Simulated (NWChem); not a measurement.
System: CH$_{3}$FN$_{2}$OSi; SMILES N#CO[Si@H](N)F

```xyz
9

N      0.6465     2.9111     0.2837
C      0.0956     1.8891     0.2626
O     -0.5514     0.7854     0.2599
Si    -0.1208    -0.6916    -0.4773
N     -1.1543    -1.8657     0.1387
F      1.4245    -0.8621    -0.0513
H     -0.2228    -0.5886    -1.9428
H     -1.2903    -2.0522     1.1248
H     -1.6723    -2.4924    -0.4634
```
Atoms are numbered in this order, from 1.

Results from NWChem. Pople sets run with spherical d functions. Structure relaxed at the PBE0/def2-SVP level. Level: PBE/6-31G* with SMD (1 M gas to 1 M solution), gas-phase geometry. Reactions with the solvent are ignored.

| solvent | dielectric constant | solvation free energy (kcal/mol) | cavity-dispersion-structure term (kcal/mol) | dipole in solution (D) |
|---|---|---|---|---|
| water | 78.4 | -4.8 | 6.6 | 7.91 |
| 2-propanol | 19.3 | -6.9 | 3.9 | 7.84 |
| ethyl acetate | 5.99 | -6.5 | 2.6 | 7.65 |
| diethyl ether | 4.24 | -6.2 | ___ | ___ |
| cyclohexanone | 15.6 | -6.9 | 3.5 | 7.82 |

Q: Fill in the missing entries.

A: 
- diethyl ether, cavity-dispersion-structure term (kcal/mol): 2.1
- diethyl ether, dipole in solution (D): 7.53
